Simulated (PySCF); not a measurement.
Ionisation energy of In³⁶⁺ by level of theory

In³⁶⁺ [Ne] 3s2 3p1 (2P) → In³⁷⁺ [Ne] 3s2 (1S), as a difference of total energies. Calculation: PySCF 2.14, in an even-tempered Gaussian basis (18 s from 5.6 bohr⁻², ratio 2.5; 12 p from 7.3 bohr⁻², ratio 2.5; 5 d from 30 bohr⁻², ratio 2.7; 4 f from 45 bohr⁻², ratio 2.7); scalar relativity by spin-free X2C-1e. Correlated levels: outer shells: 1s2 frozen; virtual orbitals above 40 to 60 times the deepest correlated orbital energy dropped. The calculations carry no spin-orbit coupling.

| method | ionisation energy (eV) |
| --- | --- |
| UHF | 2359.9 |
| LDA | 2361.7 |
| PBE | 2362.5 |
| PBE0 | 2362.1 |
| r2SCAN | 2362.0 |
| revPBE | 2362.4 |
| B3LYP | 2362.9 |
| MP2 (outer shells) | 2360.4 |
| SCS-MP2 (outer shells) | 2360.3 |

A first-order spin-orbit estimate (lowest level to lowest level, LS coupling) adds 33.569 eV.

Breit and QED terms and the two-electron picture change are absent.

For comparison: 2373 ± 11 eV (semi-empirical (NIST evaluation); NIST Atomic Spectra Database, ionization energies).
